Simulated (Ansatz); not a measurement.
System: CHNO, charge 1, doublet. CHNO+ (parent SMILES N=C=O, doublet).
B3LYP-D3(BJ)/def2-TZVP minimum from Ansatz (a first-principles code):
```
C
O 1 1.1373
N 1 1.2605 2 171.27
H 3 1.0321 1 124.06 2 180.00
```
Charge +1, spin multiplicity 2.

Total energies in cc-pVDZ, 15 correlated electrons, 3 frozen orbitals. UHF or UKS for unpaired electrons; spin-orbit terms are left out. Correlated methods leave the cores frozen. No relativity. The UHF reference of CHNO+ (parent SMILES N=C=O, doublet) is spin-contaminated (<S^2> up to 0.13 over the pure value in the sets run). The spin of CHNO+ (parent SMILES N=C=O, doublet) was assumed, and the state is the lowest solution found for it.

| method | program | energy (Eh) | minus CCSDT(Q) (mEh) |
|---|---|---|---|
| HF | Ansatz | -167.40823 | 457.72 |
| MP2 | Ansatz | -167.82091 | 45.04 |
| CCSD | Ansatz | -167.84614 | 19.81 |
| CCSD(T) | Ansatz | -167.86258 | 3.36 |
| CCSDT(Q) | Ansatz | -167.86595 | 0.00 |
